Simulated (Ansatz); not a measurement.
# Molecular dynamics of AgCl2, charge +1

Input:

```yaml
crystal:
  periodic: [false, false, false]
  atoms:
    - { symbol: Ag, position_ang: [0.062122, -0.05806, -1.973693] }
    - { symbol: Cl, position_ang: [-0.673479, 0.629995, 1.532728] }
    - { symbol: Cl, position_ang: [0.611458, -0.571935, 0.440965] }
total_charge: 1
basis:
  gaussian: { orbitals: def2-SVP }
hamiltonian:
  xc: pbe
md:
  timestep: 2.0
  n_steps: 100
  ensemble: nvt_langevin
  temperature: 400.0
  initial_velocities: maxwell_boltzmann
  seed: 849171
  friction: 0.05
```

Run as:

```bash
$ ansatz run input.yaml --threads 1 --pin off --max-ram 2048MiB --backend cpu --events-out ev --progress --plain --runs-dir out
```

It starts from a relaxed structure.

Output, in part (one step line in 4, the closing report, with atoms numbered from 0):

```
md step     0: t =     0.00 fs  T =   266.7 K  F+E_penalty+E_count = -29017.72494877 eV  E_kin = 0.103408 eV  (27 SCF iters)
md step     4: t =     8.00 fs  T =   276.3 K  F+E_penalty+E_count = -29017.72253163 eV  E_kin = 0.107157 eV  (24 SCF iters)
md step     8: t =    16.00 fs  T =   627.6 K  F+E_penalty+E_count = -29017.71308380 eV  E_kin = 0.243361 eV  (24 SCF iters)
md step    12: t =    24.00 fs  T =   552.0 K  F+E_penalty+E_count = -29017.69621359 eV  E_kin = 0.214067 eV  (25 SCF iters)
md step    16: t =    32.00 fs  T =   805.7 K  F+E_penalty+E_count = -29017.69866603 eV  E_kin = 0.312439 eV  (24 SCF iters)
md step    20: t =    40.00 fs  T =   354.7 K  F+E_penalty+E_count = -29017.69859331 eV  E_kin = 0.137553 eV  (26 SCF iters)
md step    24: t =    48.00 fs  T =   446.9 K  F+E_penalty+E_count = -29017.70369934 eV  E_kin = 0.173317 eV  (26 SCF iters)
md step    28: t =    56.00 fs  T =   577.6 K  F+E_penalty+E_count = -29017.71285386 eV  E_kin = 0.223989 eV  (26 SCF iters)
md step    32: t =    64.00 fs  T =   432.3 K  F+E_penalty+E_count = -29017.70383147 eV  E_kin = 0.167621 eV  (26 SCF iters)
md step    36: t =    72.00 fs  T =   637.3 K  F+E_penalty+E_count = -29017.69670970 eV  E_kin = 0.247126 eV  (26 SCF iters)
md step    40: t =    80.00 fs  T =   568.2 K  F+E_penalty+E_count = -29017.68567307 eV  E_kin = 0.220318 eV  (25 SCF iters)
md step    44: t =    88.00 fs  T =   333.0 K  F+E_penalty+E_count = -29017.69635594 eV  E_kin = 0.129114 eV  (26 SCF iters)
md step    48: t =    96.00 fs  T =   722.7 K  F+E_penalty+E_count = -29017.71131224 eV  E_kin = 0.280240 eV  (26 SCF iters)
md step    52: t =   104.00 fs  T =   557.7 K  F+E_penalty+E_count = -29017.70813304 eV  E_kin = 0.216254 eV  (26 SCF iters)
md step    56: t =   112.00 fs  T =   229.0 K  F+E_penalty+E_count = -29017.71512310 eV  E_kin = 0.088807 eV  (26 SCF iters)
md step    60: t =   120.00 fs  T =   373.7 K  F+E_penalty+E_count = -29017.71530577 eV  E_kin = 0.144930 eV  (26 SCF iters)
md step    64: t =   128.00 fs  T =   219.4 K  F+E_penalty+E_count = -29017.71300757 eV  E_kin = 0.085086 eV  (26 SCF iters)
md step    68: t =   136.00 fs  T =   446.4 K  F+E_penalty+E_count = -29017.71666426 eV  E_kin = 0.173098 eV  (26 SCF iters)
md step    72: t =   144.00 fs  T =   511.8 K  F+E_penalty+E_count = -29017.72275447 eV  E_kin = 0.198473 eV  (25 SCF iters)
md step    76: t =   152.00 fs  T =   340.3 K  F+E_penalty+E_count = -29017.72420722 eV  E_kin = 0.131975 eV  (25 SCF iters)
md step    80: t =   160.00 fs  T =   263.3 K  F+E_penalty+E_count = -29017.70785797 eV  E_kin = 0.102091 eV  (26 SCF iters)
md step    84: t =   168.00 fs  T =   243.5 K  F+E_penalty+E_count = -29017.69601288 eV  E_kin = 0.094405 eV  (26 SCF iters)
md step    88: t =   176.00 fs  T =   296.7 K  F+E_penalty+E_count = -29017.71099306 eV  E_kin = 0.115047 eV  (26 SCF iters)
md step    92: t =   184.00 fs  T =   189.7 K  F+E_penalty+E_count = -29017.71863596 eV  E_kin = 0.073573 eV  (26 SCF iters)
md step    96: t =   192.00 fs  T =   251.1 K  F+E_penalty+E_count = -29017.72038285 eV  E_kin = 0.097364 eV  (26 SCF iters)
md step   100: t =   200.00 fs  T =   298.1 K  F+E_penalty+E_count = -29017.71517684 eV  E_kin = 0.115608 eV  (28 SCF iters)
Total energy: -29017.71522925 eV, -1066.3813657612 hartree
Atom 0 at     0.379691    -0.150147    -1.960005 Å, force    -0.003176    -0.026399     0.150447 eV/Å
Atom 1 at    -0.506422     0.613687     1.562415 Å, force     0.197658    -0.286981    -0.234191 eV/Å
Atom 2 at     0.507366    -0.887133     0.497923 Å, force    -0.194482     0.313380     0.083744 eV/Å
Dipole moment:     0.042696     0.039531    -0.530800 e Å
```

All steps were run. The mean temperature of the second half is 15 % below the set value. A run of 0.2 ps of so small a system gives no equilibrium averages. Limits of this set-up: the dipole of an ion depends on the origin.

The same pairs are bonded in the first frame and the last. Pairs count as bonded within 1.25 times the sum of covalent radii (0.12 Å more for H–H).

Last frame:

```xyz
3
Properties=species:S:1:pos:R:3
Ag 0.380 -0.150 -1.960
Cl -0.506 0.614 1.562
Cl 0.507 -0.887 0.498
```

Run time: 2.5 min on 1 CPU thread of a shared host.
